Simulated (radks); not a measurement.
Results of a calculation; reference values are marked as such.
Be+, 3 electrons, occupied as [He] 2s1 (the NIST ground configuration). Level of theory: Dirac Kohn-Sham, PBEsol, spin-unpolarised, spherical densities, finite nucleus; Fermi nuclear charge, rms radius 2.519 fm (a radial shooting solver on a logarithmic mesh with Libxc functionals).

Normalised radial functions P(r) = r R(r) (large component), r in bohr:

r,1s1/2,2p1/2
0.02607,0.3439,0.0014
0.02892,0.3773,0.0017
0.03209,0.4133,0.0020
0.03561,0.4522,0.0025
0.03951,0.4940,0.0030
0.04384,0.5388,0.0037
0.04865,0.5865,0.0045
0.05398,0.6371,0.0055
0.0599,0.6905,0.0067
0.06593,0.7421,0.0080
0.07316,0.8002,0.0098
0.08118,0.8602,0.0118
0.09007,0.9216,0.0143
0.09995,0.9836,0.0173
0.1109,1.0456,0.0209
0.1231,1.1063,0.0251
0.1365,1.1648,0.0302
0.1515,1.2196,0.0362
0.1681,1.2693,0.0432
0.1865,1.3122,0.0515
0.207,1.3467,0.0612
0.2297,1.3711,0.0724
0.2548,1.3836,0.0855
0.2828,1.3829,0.1005
0.3138,1.3675,0.1177
0.3482,1.3367,0.1371
0.3863,1.2899,0.1591
0.4286,1.2275,0.1836
0.4756,1.1502,0.2108
0.5278,1.0596,0.2406
0.5856,0.9582,0.2729
0.6498,0.8490,0.3075
0.721,0.7355,0.3440
0.8,0.6217,0.3819
0.8877,0.5114,0.4207
0.985,0.4083,0.4594
1.093,0.3153,0.4971
1.213,0.2351,0.5331
1.346,0.1688,0.5664
1.493,0.1161,0.5944
1.657,0.0761,0.6147
1.824,0.0492,0.6248
2.024,0.0290,0.6242
2.245,0.0160,0.6102
2.491,0.0082,0.5819
2.765,0.0039,0.5399
3.068,0.0017,0.4862
3.404,0.0007,0.4241
3.777,0.0002,0.3576
4.191,0.0001,0.2908
4.65,0.0000,0.2271
5.16,0.0000,0.1694
5.725,0.0000,0.1200
6.353,0.0000,0.0803
7.049,0.0000,0.0505
7.822,0.0000,0.0297
8.679,0.0000,0.0162

1s1/2: eigenvalue -116.97 eV, 0 radial nodes, <r> = 0.421 bohr, 90 % of the charge inside 0.759 bohr. 2p1/2 (empty): eigenvalue -9.653 eV, 0 radial nodes, <r> = 2.41 bohr, 90 % of the charge inside 3.92 bohr.
